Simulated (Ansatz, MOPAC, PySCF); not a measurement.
Complex: HCl (SMILES Cl) (first 2 atoms) with CH2O (SMILES C=O); geometry from B3LYP-D3(BJ)/def2-TZVP, rigid monomers moved along the line of their centres of mass till H2···O4 is 3.34 Å.
(charge 0, multiplicity 1):
```xyz
6

Cl    -0.1523    -0.0562     0.4435
H      0.1496     0.4924     1.5878
C     -0.2840     0.2286     5.4675
O      0.3343     1.0728     4.8713
H     -0.3490     0.2380     6.5684
H     -0.8091    -0.5861     4.9397
```

Counterpoise-corrected where a basis set is named; no monomer relaxation. Rows marked so take none.

Cores are frozen in the correlated methods. CBS: X⁻³ extrapolation of the correlation energy, Hartree–Fock from the larger set. Rows in 6-31G* carry no dispersion term and start afresh at each structure (6-31G* with six Cartesian d functions). MP2/6-31G* freezes PySCF's default core. The state that AM1 reach isn't checked.

Run with Ansatz (a first-principles code) with Gaussian orbitals; MOPAC for AM1 (differences of heats of formation); PySCF for 6-31G* rows. 

```csv
level,interaction energy (meV)
AM1,-33.8
PBE/def2-TZVPPD,-59.2
B3LYP/6-31G*,-52.4
B3LYP/def2-TZVPPD,-51.6
PBE0/def2-TZVPPD,-60.0
MP2/6-31G* (no counterpoise),[?]
CCSD/aug-cc-pV(D+d)Z,-63.2
CCSD(T)/aug-cc-pV(D+d)Z,-63.8
"CCSD(T)/CBS(aug-cc-pV(D+d)Z, aug-cc-pV(T+d)Z)",[?]
```

Q: What belongs in the gaps?

A: 
- MP2/6-31G* (no counterpoise), interaction energy (meV): -74.2
- CCSD(T)/CBS(aug-cc-pV(D+d)Z, aug-cc-pV(T+d)Z), interaction energy (meV): -65.6
